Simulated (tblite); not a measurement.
C2H6N (SMILES [CH2-]NC), charge -1, singlet, at a GFN2-xTB geometry; GFN1-xTB in tblite 0.6.0.

Here is a job for tblite.
```
$ tblite run mol.xyz --method gfn1 --charge -1 --spin 0 --spin-polarized --json tblite.json --no-restart

# file mol.xyz
9

C      0.06838840    -0.34344719     1.28001260
N     -0.02031578     0.57728452     0.03028326
C     -0.01464409    -0.23244926    -1.15661628
H      0.07446949     0.42980237     2.12358233
H     -1.00128293    -0.74920637     1.34561699
H      0.85112316     1.11606852     0.04720825
H      0.82050456    -0.96673735    -1.22449252
H      0.01871469     0.39617056    -2.06419785
H     -0.94378425    -0.81171072    -1.18007793
```

The log (banner, timings and long lists left out):

```
xTB calculator
 | screened Coulomb repulsion
 | Coulomb electrostatics
 |  * isotropic Klopman-Ohno-Mataga-Nishimoto electrostatics
 |  * onsite third-order electrostatics
 | DFT-D3(BJ) dispersion correction
 | Interactions (1)
 | [1] spin polarization

halogen bonding energy    0.0000000000000E+00 Eh
repulsion energy          9.8501206436758E-02 Eh
dispersion energy        -1.9227912356874E-03 Eh
interaction energy        0.0000000000000E+00 Eh
number of electrons       2.0000000000000E+01 e
integral cutoff           1.9731147476801E+01 bohr

------------------------------------------------------------
  cycle        total energy    energy error   density error
------------------------------------------------------------
      1     -10.70302330000  -1.0799602E+01   4.0003613E-01
      2     -10.74630782377  -4.3284524E-02   2.2735808E-01
      3     -10.74861206925  -2.3042455E-03   4.2647746E-02
      4     -10.74965722450  -1.0451552E-03   5.5385109E-03
      5     -10.74969979692  -4.2572421E-05   1.6287351E-03
      6     -10.74970605107  -6.2541508E-06   2.2230995E-04
      7     -10.74970611313  -6.2060707E-08   3.4513074E-05
      8     -10.74970611404  -9.1034913E-10   1.3184614E-05
------------------------------------------------------------

electronic energy        -1.0846284529239E+01 Eh
total energy             -1.0749706114038E+01 Eh

Post processing:
 | Mayer-Wiberg bond orders

[Info] JSON dump of results written to 'tblite.json'
```
